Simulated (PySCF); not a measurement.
These 3 structures share the formula C2H6FNSi. Theory: PBE0-D3(BJ)/def2-SVP geometry optimisation, gas phase (PySCF 2.14.0). Energies are electronic, without zero-point or thermal terms, for one conformer each. No frequencies were run at this level. Point groups hold within 0.08 Å.

Question: Rank from lowest to highest electronic energy at this level (kJ/mol).
A. `[H]/[N:1]=[CH:2]\[CH2:3][SiH2:4][F:5]` with N1–C2–C3–Si4 -98°, C2–C3–Si4–F5 -173°
B. `[F:1][CH2:2]/[CH:3]=[N:4]\[SiH3:5]` with F1–C2–C3–N4 0°
C. `[CH2:1]=[C:2]([F:3])[SiH2:4][NH2:5]` with C1–C2–Si4–N5 -11°, C2–Si4–N5–H -73° and 139°

Answer: A (0.0), C (111.3), B (161.8).

As drawn, the lowest has an N–H bond, an Si–F bond and an Si–C bond, which the highest lacks.

| SMILES | E (Eh) | E rel (kJ/mol) | dipole (D) | point group | A, B, C (MHz) |
| --- | --- | --- | --- | --- | --- |
| [H]/N=C\C[SiH2]F | -523.30510 | 0.0 | 0.97 | C1 | 13463, 1722, 1658 |
| C=C(F)[SiH2]N | -523.26273 | 111.3 | 2.68 | C1 | 7107, 2610, 1979 |
| FC/C=N\[SiH3] | -523.24348 | 161.8 | 2.71 | Cs | 6830, 2948, 2140 |

Q: How do the relative energies change in single points at KT3/pcSseg-2 (no added dispersion term) on the same geometries?

A: 
```csv
SMILES,PBE0-D3(BJ)/def2-SVP (kJ/mol),KT3/pcSseg-2 (kJ/mol),shift
[H]/N=C\C[SiH2]F,0.0,0.0,0.0
C=C(F)[SiH2]N,111.3,122.0,+10.7
FC/C=N\[SiH3],161.8,186.4,+24.6
```

Each column counts from its own lowest isomer. The order is unchanged; the largest shift is 24.6 kJ/mol.
